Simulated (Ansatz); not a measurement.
Program: Ansatz. Geometries: PBE0-D4/def2-TZVP. ΔE: electronic, gas phase. CCSD(T)/CBS adds triple-zeta CCSD(T) − MP2 to the extrapolated MP2 energy (def2 sets, frozen cores). DFT in def2-TZVPP. Elements past krypton have def2 core potentials. For Ge, Se, Sn outer-core shells are correlated without core-valence functions, which leaves a few kJ/mol of doubt a bond. Scalar relativity is left out up to krypton. Each species was taken in one conformer, which may not be the lowest.

Consider the formal exchange of groups at the Se–Ge bond: `[F][Ge]([F])([Cl])[SeH]` + `[OH][SnH3]` → `[OH][SnH2][SeH]` + `[F][GeH]([F])[Cl]`.

```
             level  ΔE (kJ/mol)
       LDA (SPW92)        -28.1
           BLYP-D4        -27.5
        r2SCANh-D4        -30.6
          BHLYP-D4        -31.6
         CAM-B3LYP        -31.2
RPA@PBE/def2-TZVPP        -24.5
      MP2/def2-SVP        -35.1
     HF/def2-QZVPP        -39.0
```

**Question.** What does CCSD(T)/CBS give? (Best estimate.)

**Answer.** Computed: -37.1 kJ/mol. The listed levels differ from it by 9.0, 9.6, 6.5, 5.5, 5.9, 12.6, 2.0, -1.9 kJ/mol.

Largest T1 diagnostic among the species: 0.014.

At CCSD(T), def2-SVP lies +4.1 kJ/mol from the extrapolated value and def2-TZVPP +9.3 kJ/mol. In def2-TZVPP, CCSD(T) changes the Hartree–Fock value by +9.7 kJ/mol (the triples alone add +0.9 kJ/mol) and MP2 by +7.0 kJ/mol. Leaving LDA and LC-ωPBE aside and taking each functional with its dispersion term where it has one, the values, not all of them listed here, spread over 6.9 kJ/mol, from B2PLYP to B97M-V.
